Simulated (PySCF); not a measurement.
## Magnetic susceptibility: SMILES CC#CB(F)CC(F)(F)F, C$_{5}$H$_{5}$BF$_{4}$

Geometry:
```csv
atom,x (Å),y (Å),z (Å)
C1,2.879,-1.129,0.008
C2,1.796,-0.207,-0.203
C3,0.884,0.566,-0.380
B4,-0.277,1.490,-0.590
F5,-0.083,2.760,-0.906
C6,-1.806,1.028,-0.450
C7,-1.997,-0.429,-0.120
F8,-1.428,-0.784,1.045
F9,-3.298,-0.761,-0.009
F10,-1.489,-1.250,-1.055
H11,3.823,-0.594,0.098
H12,2.698,-1.704,0.916
H13,2.936,-1.817,-0.835
H14,-2.343,1.230,-1.380
H15,-2.300,1.611,0.332
```

Computed, not measured: PySCF, GIAO HF/pcSseg-1 magnetisability, rotational g tensor and spin-rotation constants, non-relativistic, gas phase. Geometry: GFN2-xTB.

(1) What are the magnetisability and the molar susceptibility?

(2) Split it along the inertial axes a, b, c into diamagnetic and paramagnetic parts about the centre of mass, with the quadrupole moment.

(3) And the rotational g tensor?

Results:

(1) Isotropic -1342 × 10⁻³⁰ J/T², or -80.8 × 10⁻⁶ cm³/mol; principal values -1414, -1339, -1272 × 10⁻³⁰ J/T², anisotropy 123 × 10⁻³⁰ J/T² (root of half the summed squared differences of the principal values). The susceptibility is in cgs units.

(2) 
```tsv
axis	χ (10⁻⁶ cm³/mol)	diamagnetic (10⁻⁶ cm³/mol)	paramagnetic (10⁻⁶ cm³/mol)	summed x² of all electrons (Å²)	quadrupole Θ (D Å)
a	-81.7	-795.2	713.5	280.8	+3.50
b	-80.1	-1342.0	1262.0	151.9	-2.58
c	-80.6	-1835.8	1755.2	35.5	-0.92
```
Anisotropies 2χaa − χbb − χcc = -2.7 and 2χbb − χaa − χcc = +2.2 × 10⁻⁶ cm³/mol. Θ is traceless in Buckingham's convention.

(3) 
| axis | rotational constant (GHz) | g | nuclear part | electronic part |
| --- | --- | --- | --- | --- |
| a | 1.5802 | -0.0130 | 0.5167 | -0.5297 |
| b | 0.9090 | -0.0066 | 0.5323 | -0.5389 |
| c | 0.6466 | -0.0049 | 0.5283 | -0.5332 |

Asymmetric top; isotopes 11B, 12C, 19F, 1H; no vibrational averaging.
